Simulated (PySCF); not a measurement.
**Relaxation of singlet FTeN**

Computed with PBE0 in PySCF with Te def2-TZVP with ECP28, N def2-TZVP, F def2-TZVP; scalar-relativistic core potentials, no spin–orbit coupling; density-fitted integrals. A (50,194) grid was used.

A hand-made linear start, of C∞v symmetry, held to at least that symmetry:

```xyz
3
charge 0 multiplicity 1, angstrom
Te    0.0000    0.0000   -0.0716
N     0.0000    0.0000   -1.9516
F     0.0000    0.0000    1.9284
```

At each step, columns x, y, z (Å) and Fx, Fy, Fz (eV/Å):

```
step 0  E − E(last) = 10.93 kJ/mol
Te   0.000   0.000  -0.072   0.000   0.000  -3.073
N    0.000   0.000  -1.952   0.000   0.000   2.043
F    0.000   0.000   1.928   0.000   0.000   1.029
step 1  E − E(last) = 0.79 kJ/mol
Te   0.000   0.000  -0.119   0.000   0.000   0.336
N    0.000   0.000  -1.918   0.000   0.000  -0.664
F    0.000   0.000   1.942   0.000   0.000   0.328
step 2  E − E(last) = 0.03 kJ/mol
Te   0.000   0.000  -0.120   0.000   0.000  -0.147
N    0.000   0.000  -1.936   0.000   0.000   0.142
F    0.000   0.000   1.961   0.000   0.000   0.005
step 3  E − E(last) = 0.00 kJ/mol
Te   0.000   0.000  -0.121   0.000   0.000  -0.008
N    0.000   0.000  -1.934   0.000   0.000   0.006
F    0.000   0.000   1.961   0.000   0.000   0.002
step 4  E − E(last) = 0.00 kJ/mol
Te   0.000   0.000  -0.122   0.000   0.000   0.000
N    0.000   0.000  -1.934   0.000   0.000   0.000
F    0.000   0.000   1.961   0.000   0.000   0.000
```

It ends at C∞v with Te–F 2.083 Å, Te–N 1.813 Å; F–Te–N 180.0°. A frequency run shows 2 imaginary modes (one degenerate set), down to 244i cm⁻¹, so it is a higher-order saddle point. Other isomers or separated fragments may lie lower.

The relaxation took roughly 19 core-seconds on a shared host.
